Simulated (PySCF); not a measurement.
One of the candidates below gave these computed data.

All candidates are C4H6OSSi.

- Rotational structure: rotational constants A, B, C: 4.206, 1.252, 0.982 GHz [GFN2-xTB]
- Dipole: 1.64 D [B3LYP/def2-SVPD]
- UV, first state: lowest singlet excitation: 5.49 eV (226 nm, f = 0.136) [TDDFT B3LYP/def2-SVPD]
- Triplet: lowest triplet excitation (Tamm–Dancoff): 3.73 eV [TDA B3LYP/def2-SVPD]
- Polarisability: 91.8 au [B3LYP/def2-SVPD]

Gas-phase values; electronic properties from PySCF, density fitting. Levels stand in brackets. Isolated species at its GFN2-xTB geometry (one conformer only).

Task: Which candidate is it?
A. `O[SiH2]c1cccs1`
B. `O[SiH2]c1ccsc1`
C. `S[SiH2]c1ccoc1`

Result: A. It is `O[SiH2]c1cccs1`. Numbering: `[OH:1][SiH2:2][c:3]1[cH:4][cH:5][cH:6][s:7]1`. Its formula, C4H6OSSi, gives 3 degrees of unsaturation: 1 ring and 2 π bonds in the structure found (Kekulé form). S1 is mainly HOMO→LUMO (weight 0.84); the largest Löwdin shares of the orbital it empties are 0.28 on the substituted aromatic carbon, 0.27 on the aromatic CH next to a ring sulfur and 0.14 on each of 2 atoms of one kind (aromatic CH carbon), of the orbital it fills 0.21 on the thiophene-type sulfur, 0.21 on the substituted aromatic carbon, 0.20 on the aromatic CH next to a ring sulfur and 0.14 on an aromatic CH carbon. The optimised geometry has point group C1 and is an asymmetric top.

The others, at the same levels:
- `O[SiH2]c1ccsc1` fails: its computed lowest singlet excitation is 5.66 eV (219 nm, f = 0.014) (against 5.49 eV), rotational constant A is 4.796 GHz (against 4.206 GHz) and smallest rotational constant is 0.883 GHz (against 0.982 GHz).
- `S[SiH2]c1ccoc1` fails: its computed lowest singlet excitation is 5.66 eV (219 nm, f = 0.030) (against 5.49 eV), lowest triplet excitation (Tamm–Dancoff) is 4.06 eV (against 3.73 eV) and static isotropic polarisability is 94.9 au (against 91.8 au).

Each candidate is one conformer, not necessarily the lowest. Dipoles, sizes and rotational constants follow the conformer. The torsions of the flexible species, by atom-mapped SMILES:
- `[OH:1][SiH2:2][c:3]1[cH:4][cH:5][cH:6][s:7]1`: O1–Si2–C3–C4 165°, H–O1–Si2–C3 45°
- `[OH:1][SiH2:2][c:3]1[cH:4][cH:5][s:6][cH:7]1`: O1–Si2–C3–C4 -177°, H–O1–Si2–C3 180°
- `[SH:1][SiH2:2][c:3]1[cH:4][cH:5][o:6][cH:7]1`: S1–Si2–C3–C4 57°, H–S1–Si2–C3 49°
